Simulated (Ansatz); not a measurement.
`[F][Al]([Cl])[SeH]` + HCl → `[F][Al]([Cl])[Cl]` + H₂Se at 500 K and 1 bar (ligand exchange at the Al–Se bond).

Gas-phase electronic energies from Ansatz, PBE0-D4/def2-TZVP geometries. CBS: MP2 limit from def2 TZ/QZ plus the TZ coupled-cluster correction, frozen cores. This one scheme is used for every species. For Se outer-core shells are correlated without core-valence functions, which leaves a few kJ/mol of doubt a bond. Scalar relativity is left out up to krypton. Each species was taken in one conformer, which may not be the lowest.

```tsv
species	CCSD(T)/CBS energy (Eh)	H − E (kJ/mol)	S (J/(mol·K))
`[F][Al]([Cl])[SeH]`	-3203.08897	69.1	385.9
HCl	-460.38127	32.5	201.9
`[F][Al]([Cl])[Cl]`	-1261.58534	45.6	348.3
H₂Se	-2401.89790	53.1	237.8
```

H − E and S are ideal-gas, rigid-rotor, harmonic terms from PBE0-D4/def2-TZVP, for one conformer and one mirror image of each species. 1 Eh = 2625.50 kJ/mol, R = 8.31446 J/(mol·K).

**Question.** By hand: ΔE, ΔH, ΔS and ΔG.

**Answer.** ΔE = (-1261.58534) + (-2401.89790) − (-3203.08897) − (-460.38127) = -0.01300 Eh = -34.1 kJ/mol. Δ(H − E) = 45.6 + 53.1 − 69.1 − 32.5 = -2.9, so ΔH = -37.0 kJ/mol. ΔS = 348.3 + 237.8 − 385.9 − 201.9 = -1.7 J/(mol·K). ΔG = -37.0 − 500 × (-1.7)/1000 = -36.1 kJ/mol.

**Question.** By hand: the equilibrium constant, and the temperature at which ΔG would vanish if ΔH and ΔS stayed fixed.

**Answer.** log₁₀ K = −ΔG/(RT ln 10) = 3.8. ΔG = 0 at ΔH/ΔS = 21765 K, far beyond where these terms or the molecules hold.

The number of gas molecules stays the same, so ΔS is small and ΔH decides. A doubt of 5 kJ/mol in ΔE shifts log₁₀ K by 0.5 here. Other conformers and mirror images would add mixing entropy, several J/(mol·K) or more a flexible species. These are equilibria of isolated gas molecules and say nothing of rates. Largest T1 diagnostic: 0.010 (customary marks: 0.02 for closed shells, 0.045 for open ones).
